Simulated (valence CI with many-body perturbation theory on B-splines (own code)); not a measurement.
Values are calculated unless marked as measured or tabulated.
Sensitivity of CI+MBPT for Nd46+

Level of theory: valence CI with perturbative core correlation (CI+MBPT): four valence electrons over a frozen Dirac-Fock core [Ne], radial functions for each j: 6 s, 6 p, 5 d, 3 f, 1 g, with the one-electron correlation potential Σ1, the two-electron term Σ2, the three-electron term Σ3, Breit, model QED; selected CI, second order for the rest, scaled by the run's own slope (own B-spline code, finite nucleus).

No measured spectrum was set against this ion. As an estimate, large intervals hold to a few tenths of a per cent, small ones and those within an open d or f shell to about a per cent.

The reference run has the lowest level (3s^2 3p1/2^2) J=0 and an ionisation energy of 3892.72 eV. Its largest variational space holds 10000 state functions.

Levels are named by their leading jj configuration (3d3/2^4 stands for four electrons in 3d with j = 3/2), which in mixed levels can hold well under half, so a name can repeat and another be missing. Letters in brackets count levels of one name in rising energy.

```tsv
Level	Reference (cm⁻¹)	Shift (cm⁻¹)
(3s^2 3p1/2 3p3/2) J=1	1004530	-851
(3s^2 3p1/2 3p3/2) J=2	1063720	-856
(3s 3p1/2^2 3p3/2) J=2	1976540	+1017
(3s^2 3p3/2^2) J=2	2111200	-1695
(3s 3p1/2^2 3p3/2) J=1	2157500	+1001
(3s^2 3p3/2^2) J=0	2239040	-1701
(3s^2 3p1/2 3d3/2) J=2	2364970	+861
(3s^2 3p1/2 3d3/2) J=1	2618450	+886
(3s^2 3p1/2 3d5/2) J=2	2693600	+119
(3s^2 3p1/2 3d5/2) J=3	2711240	+87
(3s 3p1/2 3p3/2^2) J=2 [a]	2983250	+207
(3s 3p1/2 3p3/2^2) J=3	3068110	+157
```

The ionisation energy moves by -1.05 eV.

(1) Which of these changes was made?
A. cutoff of virtual states (hartree) 7200 → 138.89
B. shift of the energy in Σ1 (hartree) 0 → 27.778
C. scale of Σ1 1 → 0

## Answers

(1) C. scale of Σ1 1 → 0.
